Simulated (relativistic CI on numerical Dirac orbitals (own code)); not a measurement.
# How well does a small relativistic CI reproduce He I?

Computed by Dirac-Coulomb-Breit CI, orbitals from a KLI potential per configuration, QED by a radiative potential, valence Slater integrals scaled by 0.85, P86 correlation energy added to each configuration (own radial code, finite nucleus).

Configurations in the expansion: 1s², 1s2s, 1s2p, 1s3s, 1s3p, 1s3d, 1s4p, 1s4s, 1s4d, 1s4f, 1s5s, 1s5p, 1s5d, 1s5f, 1s5g, 1s6s, 1s6p, 1s6d. Levels of other configurations are missing.

| Configuration | Term (tabulated) | J | Measured (cm⁻¹) | Computed | Error | Purity (%) |
| --- | --- | --- | --- | --- | --- | --- |
| 1s² | 1S | 0 | 0.0 | 0 | 0 | 100 |
| 1s2s | 3S | 1 | 159856.0 | 154025 | -5831 | 100 |
| 1s2p | 3P° | 2 | 169086.8 | 163396 | -5690 | 100 |
| 1s2p | 3P° | 1 | 169086.8 | 163397 | -5690 | 100 |
| 1s2p | 3P° | 0 | 169087.8 | 163398 | -5690 | 100 |
| 1s2p | 1P° | 1 | 171134.9 | 165667 | -5468 | 99 |
| 1s3s | 3S | 1 | 183236.8 | 178450 | -4787 | 100 |
| 1s3s | 1S | 0 | 184864.8 | 179901 | -4964 | 97 |
| 1s3p | 3P° | 2 | 185564.6 | 180939 | -4626 | 100 |
| 1s3p | 3P° | 1 | 185564.6 | 180939 | -4626 | 100 |
| 1s3p | 3P° | 0 | 185564.9 | 180939 | -4626 | 100 |
| 1s3d | 3D | 3 | 186101.5 | 180708 | -5393 | 100 |
| 1s3d | 3D | 2 | 186101.5 | 180708 | -5393 | 100 |
| 1s3d | 3D | 1 | 186101.6 | 180708 | -5393 | 100 |
| 1s3d | 1D | 2 | 186105.0 | 180714 | -5391 | 100 |
| 1s3p | 1P° | 1 | 186209.4 | 181793 | -4416 | 98 |
| 1s4p | 1P° | 1 | 191492.7 | 187536 | -3957 | 98 |

Measured levels from NIST Handbook of Basic Atomic Spectroscopic Data (Sansonetti and Martin, J. Phys. Chem. Ref. Data 34, 1559 (2005)); pairs were made by configuration, J and term (by order where the table uses no LS term), so strongly mixed levels may be paired wrongly.

Mean error by configuration (cm⁻¹): 1s2s -5831; 1s2p -5635; 1s3s -4875; 1s3p -4573; 1s3d -5393; 1s4p -3957. Over the excited levels the mean absolute error is 5121 cm⁻¹ (16 of the 16 excited levels that our extract of the source holds in range could be paired), and the median relative error of those above 1,000 cm⁻¹ is 2.9 %.
